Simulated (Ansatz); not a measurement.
Energy landscape of H₂Be, singlet: symmetric bend, bond length relaxed. Scanned: H-Be-H angle. Other coordinates (Be-H bond length) were minimised at B3LYP/def2-TZVP.

Level of theory: full CI/aug-cc-pVDZ, frozen core run with Ansatz (a quantum-chemistry and plane-wave program).

Scanned values (°): 180, 167.89, 157.62, 151.76, 139.81, 128.12, 121.17, 109.11, 98.68, 88.09, 80.18, 72.33, 60.

Question: Describe the profile: where are the wells and the tops?

Answer: Lower than their neighbours: 180° (0.0 kJ/mol, end of the scan). Higher than their neighbours: 60° (373.1 kJ/mol, end of the scan). The whole profile spans 373.1 kJ/mol.
